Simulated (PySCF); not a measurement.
**Assignment exercise: C₄H₈N₂Si**

Bonds (- single, = double, # triple, : aromatic): C1-Si2 1.896 Å, Si2-N3 1.722 Å, N3=C4 1.257 Å, C4-C5 1.497 Å, C4-C6 1.435 Å, C6#N7 1.146 Å. C1 carries H8, H9, H10; Si2 carries H11, H12; C5 carries H13, H14, H15. Stereochemistry as in C[SiH2]/N=C(/C)C#N.

PySCF calculation with geometry: GFN2-xTB and GIAO PBE0/pcSseg-1 shieldings; relativity neglected, one conformer, one averaged value for each set of equivalent atoms, no solvent model.

Referencing at the same level of theory: ¹³C (σref 186.93), ¹H (σref 31.72) against TMS.

(1) Assign these signals to the numbered atoms. ¹³C{¹H} NMR (computed): δ 156.3, 115.3, 35.5, -3.6.

(2) Assign these signals to the numbered atoms. ¹H NMR (300 MHz, computed): δ 5.23 (q, 2H), 2.48 (s, 3H), 0.38 (t, 3H).

## Answers

(1) 
156.3 → C4, C=N carbon
115.3 → C6, nitrile carbon: typical of a nitrile
35.5 → C5, methyl carbon: aliphatic region, no heteroatom directly attached
-3.6 → C1, methyl carbon bonded to Si: an electropositive neighbour leaves it electron-rich and shielded

(2) 
```tsv
δ (ppm)	atoms	environment	reason
5.23	H11/H12	hydrogen on a silicon bonded to C, N	–
2.48	H13/H14/H15	hydrogen on a methyl carbon	–
0.38	H8/H9/H10	hydrogen on a methyl carbon bonded to Si	an electropositive neighbour shields it, as in TMS itself
```

Shifts are as computed. Against solution values, carbons near 30 ppm lie about +3 ppm off and those near 130 ppm about +5 ppm. Of 1211 compounds with measured shifts, 218 miss one by over three times the rms of a fit or turn the order of signals round; such compounds aren't used in these exercises. Multiplicities follow the n + 1 count of equivalent neighbours, as no J values were calculated; m marks all less simple cases, F and P coupling included.
